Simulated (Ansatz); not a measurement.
One change: `C[O][SnH]([OH])[Cl]` becomes `C[O][SnH]([F])[Cl]`.

Ansatz, PBE0-D4/def2-TZVP geometries, multiplicity 1. Each molecule was computed in one conformer, which needn't be the lowest.

Elements past krypton have def2 core potentials.

```csv
property,`C[O][SnH]([OH])[Cl]`
HOMO energy (PBE0/def2-TZVPP) / eV,-8.17
HOMO–LUMO gap (PBE/def2-TZVPP) / eV,4.31
LUMO energy (B3LYP/def2-TZVPP) / eV,-1.62
size of the dipole moment (PBE/def2-TZVPP) / D,1.40
HOMO energy (PBE/def2-TZVPP) / eV,-6.57
HOMO energy (ωB97M-V/def2-TZVPP) / eV,-10.57
```

(1) What does the change do to each property? (Best estimate.)

Results:

(1) Ansatz gave: 
```csv
property,`C[O][SnH]([F])[Cl]`,shift
HOMO energy (PBE0/def2-TZVPP) / eV,-8.47,-0.30
HOMO–LUMO gap (PBE/def2-TZVPP) / eV,4.26,-0.05
LUMO energy (B3LYP/def2-TZVPP) / eV,-1.97,-0.35
size of the dipole moment (PBE/def2-TZVPP) / D,1.64,0.24
HOMO energy (PBE/def2-TZVPP) / eV,-6.87,-0.30
HOMO energy (ωB97M-V/def2-TZVPP) / eV,-10.88,-0.31
```

With PBE0 the HOMO falls by 0.30 eV and the LUMO falls by 0.35 eV, so the gap narrows by about 0.05 eV. PBE moves the HOMO by -0.30 eV and ωB97M-V by -0.31 eV. Dipoles are sizes alone; their direction can turn.

B3LYP here is the variant with VWN-RPA as its local correlation; programs differ in this.
